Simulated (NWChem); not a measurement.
System: C₃H₅, doublet; SMILES C=[C]C

Here is an NWChem input.

```
start job
memory heap 200 mb stack 900 mb global 1100 mb
geometry units angstroms noautoz
  C      0.087530    -1.353071    -0.000038
  C     -0.383790    -0.126600    -0.000191
  C      0.067203     1.265149    -0.000393
  H     -0.567922    -2.231693    -0.000361
  H      1.172424    -1.552582     0.000546
  H      1.172919     1.329898     0.003268
  H     -0.298461     1.804487    -0.889366
  H     -0.304423     1.806866     0.884645
end
basis spherical
  C library 6-31g*
  H library 6-31g*
end
dft
  odft
  mult 2
  xc xpbe96 cpbe96
  iterations 150
end
tddft
  cis
  nroots 8
end
task tddft energy
```

Output (shortened):

```
             Northwest Computational Chemistry Package (NWChem) 7.3.0
             --------------------------------------------------------

 C1  symmetry detected

                             Geometry "geometry" -> ""
                             -------------------------

 Output coordinates in angstroms (scale by  1.889725989 to convert to a.u.)

  No.       Tag          Charge          X              Y              Z
 ---- ---------------- ---------- -------------- -------------- --------------
    1 C                    6.0000     0.09741318    -1.34732612    -0.00003008
    2 C                    6.0000    -0.37499531    -0.12127396     0.00011737
    3 C                    6.0000     0.07476209     1.27087483    -0.00002572
    4 H                    1.0000    -0.55725874    -2.22652954    -0.00028420
    5 H                    1.0000     1.18248397    -1.54587409     0.00021661
    6 H                    1.0000     1.18042118     1.33660482     0.00332769
    7 H                    1.0000    -0.29163491     1.81000784    -0.88882124
    8 H                    1.0000    -0.29709129     1.81214245     0.88519170

 Effective nuclear repulsion energy (a.u.)      63.6684545507

  pbe96 is a nonlocal functional; adding pw91lda local functional.

                                 NWChem DFT Module
                                 -----------------

 Summary of "ao basis" -> "ao basis" (spherical)
 ------------------------------------------------------------------------------
       Tag                 Description            Shells   Functions and Types
 ---------------- ------------------------------  ------  ---------------------
 C                           6-31g*                  6       14   3s2p1d
 H                           6-31g*                  2        2   2s

            General Information
            -------------------
          SCF calculation type: DFT
          Wavefunction type:  spin polarized.
          No. of atoms     :     8
          No. of electrons :    23
           Alpha electrons :    12
            Beta electrons :    11
          Charge           :     0
          Spin multiplicity:     2
          Use of symmetry is: off; symmetry adaption is: off
          Maximum number of iterations: 150
          AO basis - number of functions:    52
                     number of shells:    28
          Convergence on energy requested:  1.00D-06
          Convergence on density requested:  1.00D-05
          Convergence on gradient requested:  5.00D-04

              XC Information
              --------------
          PerdewBurkeErnzerhof Exchange Functional  1.000
            Perdew 1991 LDA Correlation Functional  1.000 local
           PerdewBurkeErnz. Correlation Functional  1.000 non-local

             Grid Information
             ----------------
          Grid used for XC integration:  medium
          Radial quadrature: Mura-Knowles
          Angular quadrature: Lebedev.
          Tag              B.-S. Rad. Rad. Pts. Rad. Cut. Ang. Pts.
          ---              ---------- --------- --------- ---------
          C                   0.70       49          10.0       434
          H                   0.35       45          10.0       434
          Grid pruning is: on
          Number of quadrature shells:   372
          Spatial weights used:  Erf1

      Superposition of Atomic Density Guess
      -------------------------------------

 Sum of atomic energies:        -115.47192514

      Non-variational initial energy
      ------------------------------

 Total energy =    -117.152118
 1-e energy   =    -279.390222
 2-e energy   =      98.569649
 HOMO         =      -0.130288
 LUMO         =       0.054580

[...]

                                NWChem TDDFT Module
                                -------------------

            General Information
            -------------------
           No. of orbitals :     104
            Alpha orbitals :      52
             Beta orbitals :      52
        Alpha frozen cores :       0
         Beta frozen cores :       0
     Alpha frozen virtuals :       0
      Beta frozen virtuals :       0
         Spin multiplicity :       2
    Number of AO functions :      52
        Use of symmetry is : off
      Symmetry adaption is : off
         Schwarz screening :  0.10D-07

              XC Information
              --------------
   PerdewBurkeErnzerhof Exchange Functional   1.00
     Perdew 1991 LDA Correlation Functional   1.00 local
    PerdewBurkeErnz. Correlation Functional   1.00 non-local

             TDDFT Information
             -----------------
          Calculation type : Tamm-Dancoff TDDFT
         Wavefunction type : Unrestricted
          No. of electrons :      23
           Alpha electrons :      12
            Beta electrons :      11
              No. of roots :       8
          Max subspacesize :    5600
            Max iterations :     100
               Target root :       1
           Target symmetry : none
      Symmetry restriction : off
                 Algorithm : Optimal
        Davidson threshold :  0.10D-03

    8 smallest eigenvalue differences (eV)
--------------------------------------------------------
  No. Spin  Occ  Vir  Irrep   E(Occ)    E(Vir)   E(Diff)
--------------------------------------------------------
    1    2   11   12 a        -0.215    -0.080     3.656
    2    1   12   13 a        -0.165    -0.002     4.429
    3    1   11   13 a        -0.221    -0.002     5.967
    4    2   11   13 a        -0.215     0.010     6.109
    5    1   12   14 a        -0.165     0.087     6.841
    6    2   10   12 a        -0.337    -0.080     6.990
    7    1   12   15 a        -0.165     0.120     7.748
    8    2    9   12 a        -0.370    -0.080     7.887
--------------------------------------------------------

  Entering Davidson iterations
  Unrestricted

  Iter   NTrls   NConv    DeltaV     DeltaE      Time
  ----  ------  ------  ---------  ---------  ---------
    1      8       0     0.26E+00   0.10+100        1.4
    2     16       0     0.75E-01   0.10E+00        1.6
    3     24       0     0.36E-01   0.12E-01        1.6
    4     32       2     0.98E-02   0.21E-02        1.7
    5     38       5     0.13E-02   0.17E-03        1.3
    6     41       7     0.17E-03   0.23E-05        0.8
    7     42       8     0.52E-04   0.36E-07        0.4
  ----  ------  ------  ---------  ---------  ---------
  Convergence criterion met

  Ground state a        -117.053063613604 a.u.
  <S2> =   0.7580

  ----------------------------------------------------------------------------
  Root   1         a              0.125048996 a.u.                3.4028 eV
  <S2> =   0.7594
  ----------------------------------------------------------------------------
     Transition Moments    X -0.00023   Y  0.00021   Z  0.09174
     Dipole Oscillator Strength                    0.0007015635
     Electric Quadrupole                           0.0000000004
     Magnetic Dipole                               0.0000004390
     Total Oscillator Strength                     0.0007020029

     Occ.   12 alpha a   ---  Virt.   13 alpha a        0.26193
     Occ.   11 beta  a   ---  Virt.   12 beta  a        0.96365
  ----------------------------------------------------------------------------
  Root   2         a              0.164739775 a.u.                4.4828 eV
  <S2> =   0.7632
  ----------------------------------------------------------------------------
     Transition Moments    X  0.00084   Y  0.00003   Z -0.19342
     Dipole Oscillator Strength                    0.0041087354
     Electric Quadrupole                           0.0000000116
     Magnetic Dipole                               0.0000005966
     Total Oscillator Strength                     0.0041093436

     Occ.   12 alpha a   ---  Virt.   13 alpha a        0.96348
     Occ.   11 beta  a   ---  Virt.   12 beta  a       -0.26211
  ----------------------------------------------------------------------------
  Root   3         a              0.178041453 a.u.                4.8448 eV
  <S2> =   2.7377
  ----------------------------------------------------------------------------
     Transition Moments    X -0.00683   Y -0.02770   Z -0.00006
     Dipole Oscillator Strength                    0.0000966452
     Electric Quadrupole                           0.0000000001
     Magnetic Dipole                               0.0000000001
     Total Oscillator Strength                     0.0000966455

     Occ.   11 alpha a   ---  Virt.   13 alpha a       -0.71248
     Occ.   11 beta  a   ---  Virt.   13 beta  a        0.69420
  ----------------------------------------------------------------------------
  Root   4         a              0.250370257 a.u.                6.8129 eV
  <S2> =   0.7791
  ----------------------------------------------------------------------------
     Transition Moments    X -0.23046   Y -0.10689   Z  0.00012
     Dipole Oscillator Strength                    0.0107726482
     Electric Quadrupole                           0.0000000749
     Magnetic Dipole                               0.0000001069
     Total Oscillator Strength                     0.0107728300

[...]
```

Level: PBE/6-31G* (spherical d), spin-unrestricted, TDA. Geometry: optimised at PBE0/def2-SVP, spin-unrestricted. No stability test was run on the SCF state.
